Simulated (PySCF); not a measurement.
# Zr (zirconium, neutral) across methods

[Kr] 4d2 5s1 5p1, one real determinant (an excited configuration). All numbers are calculated (PySCF 2.14, a scalar-relativistic core potential, in aug-cc-pwCVDZ-PP with ECP28MDF (6s6p5d3f, 70 functions)).

| method | E (hartree) | mean ε 4d α (eV) | mean ε 5s α (eV) | mean ε 5p α (eV) | Σ⟨r²⟩ (bohr²) | ⟨S²⟩ |
| --- | --- | --- | --- | --- | --- | --- |
| r2SCANh | -46.6957 | -6.083 | -6.016 | -2.688 | 68.84 | 6.002 |
| r2SCAN | -46.7058 | -5.622 | -5.764 | -2.474 | 68.85 | 6.001 |
| PBE | -46.6837 | -5.337 | -5.584 | -2.404 | 69.44 | 6.001 |
| LDA | -46.5412 | -5.281 | -5.770 | -2.432 | 69.39 | 6.000 |
| B97-3 | -46.6755 | -6.479 | -6.158 | -2.931 | 69.27 | 6.001 |
| PBE0 | -46.6746 | -6.558 | -6.289 | -2.988 | 69.09 | 6.001 |
| revPBE | -46.7190 | -5.322 | -5.535 | -2.397 | 69.36 | 6.001 |
| UHF | -46.27446 | -9.813 | -8.096 | -4.572 | 70.53 | 6.005 |

Problem. Estimate the same row for TPSSh.

Solution. E (hartree) = -46.6698; mean ε 4d α (eV) = -5.895; mean ε 5s α (eV) = -5.786; mean ε 5p α (eV) = -2.606; Σ⟨r²⟩ (bohr²) = 69.07; ⟨S²⟩ = 6.001.

⟨L²⟩ = 13.94 against 20 for a pure G term, so this real determinant mixes terms. Energies and moments cover only the electrons outside the core potential.
